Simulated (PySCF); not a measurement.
**Computed properties of C₄H₇Cl, SMILES C[C@@H]1C[C@H]1Cl**

C₄H₇Cl, SMILES Cl[C@@H]1C[C@H]1C. Coordinates come from a B3LYP-D3(BJ)/def2-SVP optimisation. One conformer was computed; it need not be the lowest. All values are computed for the isolated molecule unless a solvent is named; none is compared with measurement here.

**Structure.** All 30 harmonic modes at B3LYP-D3(BJ)/def2-SVP (PySCF) are real, so it is a minimum. With heavy atoms numbered as in [CH3:1][C@@H:2]1[CH2:3][C@H:4]1[Cl:5], the shortest bond between them is C2–C4 at 1.500 Å and the longest C4–Cl5 at 1.778 Å.

**Vibrations.** The strongest infrared lines (harmonic, unscaled, degenerate partners summed) lie at 1273 cm⁻¹ (28 km/mol, H 80 %, C 20 %), 3024 cm⁻¹ (28 km/mol, H 97 %), 3103 cm⁻¹ (19 km/mol, H 91 %, C 9 %). The softest mode is at 194 cm⁻¹ and the zero-point energy is 62.6 kcal/mol.

**Electronic structure.** CAM-B3LYP/def2-TZVP (PySCF) places the frontier levels at -9.02 and 1.82 eV, a gap of 10.84 eV, and gives a dipole moment of 2.09 D and a mean polarisability of 58.5 bohr³. PBE/def2-TZVP (PySCF) at the same geometry gives -6.33 and -0.35 eV, so its gap is 4.86 eV narrower. An orbital gap is neither the optical nor the fundamental gap.

**Excitations.** TDDFT-CAM-B3LYP/def2-SVPD (PySCF) has S1 at 6.79 eV (183 nm, f = 0.001, dark); the most intense of the 10 singlets computed lies at 8.48 eV (f = 0.04). T1 (TDA) is at 6.16 eV. TDDFT-PBE/def2-SVPD (PySCF) puts S1 at 6.19 eV. No vertical singlet excitation falls in the visible range (under 3.1 eV).

**NMR.** GIAO shifts at B3LYP/pcSseg-1 (PySCF) (non-relativistic, atoms alike by connectivity averaged): ¹³C from 21.5 to 46.0 ppm against TMS; ¹H from 1.0 to 2.7 ppm against TMS. Without spin–orbit terms, shifts of atoms bonded to Cl or Br come out too high.

**Solvation.** SMD-B3LYP/6-31G* (PySCF) gives -0.9 kcal/mol in water, -4.9 kcal/mol in toluene, -4.9 kcal/mol in tetrahydrofuran (1 M in both phases, gas-phase geometry).
